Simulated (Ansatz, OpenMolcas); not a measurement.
## How basis sets differ on CH5AsSi (SMILES C1[SiH2][AsH]1)

The species is CH5AsSi (8 atoms), meant as a singlet with charge 0. SMILES: `C1[SiH2][AsH]1`. The coordinates come from a PBE0-D4/def2-TZVP relaxation.

Quantity: the dipole moment, in D. The values are calculated.

```
                             level          kind     program  value (D)  CPU time
                 HF/ANO-R0 (sfX2C)  Hartree–Fock  OpenMolcas       1.12     2.6 s
              HF/ANO-RCC-MB (DKH2)  Hartree–Fock  OpenMolcas       1.44     7.7 s
                         HF/STO-3G  Hartree–Fock  OpenMolcas       1.72     3.1 s
                          HF/3-21G  Hartree–Fock  OpenMolcas       1.18     3.9 s
HF/cc-pVDZ-DK (DKH2, RICD fitting)  Hartree–Fock  OpenMolcas       1.18     3.8 s
                       HF/def2-SVP  Hartree–Fock      Ansatz       1.30     7.2 s
```

All-electron rows without a relativistic Hamiltonian named are non-relativistic. The values span 1.12 to 1.72 D. Magnitudes only. Sets without polarisation functions give poor dipoles. Times are those of the runs behind each value, whatever else they computed, on shared processors of several kinds: orders of magnitude only.
